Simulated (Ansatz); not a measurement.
H2OSn (SMILES [OH][SnH]) moved off its minimum; all values from Ansatz (a quantum-chemistry and plane-wave program), cores frozen in correlated methods. Elements past Kr take the def2 small-core potentials, without spin–orbit coupling.
(charge 0, multiplicity 1)
```xyz
4

Sn    -0.1572    -0.1404     0.1981
H     -1.4993     0.0089    -1.0736
O      1.2648     0.8194    -0.8603
H      0.9524     1.1148    -1.7239
```

Question: Give the forces (eV/Å), the total energy and the dipole at CCSD(T)/def2-TZVPPD.

Answer: 
| atom | Fx | Fy | Fz |
|---|---|---|---|
| Sn1 | -0.119 | 0.158 | -0.420 |
| H2 | 0.425 | -0.003 | 0.306 |
| O3 | -0.382 | -0.132 | 0.007 |
| H4 | 0.075 | -0.022 | 0.108 |
Energy -289.7855 hartree, dipole 1.40 D.
